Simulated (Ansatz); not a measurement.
Gas-phase reaction in SMILES: [F][Sb][F] → [F][Sb][F] as singlet, charge +1 + e-
Geometries: B3LYP-D3(BJ)/def2-TZVP minima from Ansatz (a first-principles code).

Wanted: adiabatic ionisation energy (electronic energy difference), in eV. Valence correlation only, unless marked. Open shells are spin-unrestricted. Spin-orbit coupling is left out. The frozen core is the preceding noble-gas configuration, with the filled d and f shells of earlier blocks. In def2 rows, elements after Kr have scalar-relativistic effective core potentials. STO-3G rows are all-electron and non-relativistic. CBS(X,Y): correlation extrapolated as X^-3; Hartree-Fock from the larger set. The bracket is a focal-point correction in the basis named.

```tsv
level	program	adiabatic ionisation energy (eV)
PBE/def2-TZVPD	Ansatz	8.51
PBE0-D3(BJ)/def2-TZVP	Ansatz + dftd3	8.64
```

What does RI-MP2/CBS(def2-TZVPPD,def2-QZVPPD)+[CCSD(T)-MP2]/def2-TZVPPD (Ansatz) give?

8.58 eV
